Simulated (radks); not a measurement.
Results of a calculation; reference values are marked as such.
These are the eigenvalues of the occupied orbitals of an atom or ion with whole-number occupations (eV). Level of theory: Dirac Kohn-Sham, RPBE, spin-unpolarised, spherical densities, point nucleus (a radial shooting solver on a logarithmic mesh with Libxc functionals).

orbital  eigenvalue
1s1/2     -21049.62
2s1/2     -3163.576
2p1/2     -2931.803
2p3/2     -2813.476
3s1/2     -700.9077
3p1/2     -611.8390
3p3/2     -591.8499
3d3/2     -434.7670
3d5/2     -430.8914
4s1/2     -236.0115
4p1/2     -207.0052
4p3/2     -203.0024

Which element is it, and in what charge state? The configuration may be excited. Open shells, if any, fill j = l - 1/2 first.

Answer. Z = 43, technetium, charge +10: Tc10+ in [Ar] 3d10 4s2 4p3. The list shows which subshells hold electrons but not how many an open one holds; the 1s level, -773.56 hartree, gives Z - s = 39.3 by -(Z - s)^2/2, which with screening and relativity narrows Z to a few neighbours, and the depths of the outer levels then fix element, charge and occupations together.
